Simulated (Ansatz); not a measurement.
Ga3O8H7⁺, a hydroxylated oxide cluster. Total charge 1; doublet. Geometry PBE-D4/def2-SVP, that of the neutral singlet; atoms count from 1.

```xyz
18

Ga   -1.7121   -0.3979   -0.5395
Ga    0.4533    1.5159   -0.3851
Ga    1.2733   -0.9537    0.7926
O    -2.5382   -0.1092   -2.1212
O     2.9016   -1.6786    0.4967
O     0.1845   -1.6760    2.0621
O     0.2368   -0.3517   -0.6951
O     1.2494    2.8308   -1.3097
O    -2.2796   -1.5216    0.7344
O    -1.4105    1.5394    0.0161
O     1.4221    1.0160    1.1865
H    -3.0792   -0.8783   -2.3756
H     3.0980   -1.7087   -0.4585
H     0.5532   -2.5034    2.4222
H     0.8938    2.9212   -2.2131
H    -1.5226   -1.6786    1.3563
H    -2.0016    2.2077   -0.3775
H     2.2776    1.4268    1.4085
```

Q: Estimate the Mulliken populations from the PBE0/def2-SVP orbitals of Ansatz.

A: 
```json
{"atom": "Ga1", "charge (e)": "0.92", "spin (α − β)": "-0.05"}
{"atom": "Ga2", "charge (e)": "0.92", "spin (α − β)": "0.00"}
{"atom": "Ga3", "charge (e)": "0.90", "spin (α − β)": "-0.03"}
{"atom": "O4", "charge (e)": "-0.34", "spin (α − β)": "0.22"}
{"atom": "O5", "charge (e)": "-0.34", "spin (α − β)": "0.23"}
{"atom": "O6", "charge (e)": "-0.45", "spin (α − β)": "0.12"}
{"atom": "O7", "charge (e)": "-0.71", "spin (α − β)": "0.00"}
{"atom": "O8", "charge (e)": "-0.40", "spin (α − β)": "0.03"}
{"atom": "O9", "charge (e)": "-0.24", "spin (α − β)": "0.51"}
{"atom": "O10", "charge (e)": "-0.49", "spin (α − β)": "0.01"}
{"atom": "O11", "charge (e)": "-0.49", "spin (α − β)": "0.01"}
{"atom": "H12", "charge (e)": "0.24", "spin (α − β)": "-0.01"}
{"atom": "H13", "charge (e)": "0.23", "spin (α − β)": "-0.01"}
{"atom": "H14", "charge (e)": "0.25", "spin (α − β)": "0.00"}
{"atom": "H15", "charge (e)": "0.22", "spin (α − β)": "0.00"}
{"atom": "H16", "charge (e)": "0.25", "spin (α − β)": "-0.01"}
{"atom": "H17", "charge (e)": "0.26", "spin (α − β)": "0.00"}
{"atom": "H18", "charge (e)": "0.27", "spin (α − β)": "0.00"}
```
Mulliken values and Mayer orders depend strongly on the basis.

Q: Where does the spin sit?

A: Summed by element: Ga -0.09, O 1.12, H -0.03, of 1 unpaired in all. Largest on single atoms: O9 0.51, O5 0.23, O4 0.22.

Q: And the Mayer bond orders between bonded heavy atoms (over 0.3)?

A: Ga1–O4 1.05 (1.81 Å); Ga1–O7 0.62 (1.96 Å); Ga1–O9 0.92 (1.79 Å); Ga1–O10 0.53 (2.04 Å); Ga2–O7 0.61 (1.91 Å); Ga2–O8 1.22 (1.79 Å); Ga2–O10 0.63 (1.91 Å); Ga2–O11 0.62 (1.91 Å); Ga3–O5 1.04 (1.81 Å); Ga3–O6 0.92 (1.82 Å); Ga3–O7 0.64 (1.91 Å); Ga3–O11 0.54 (2.01 Å).
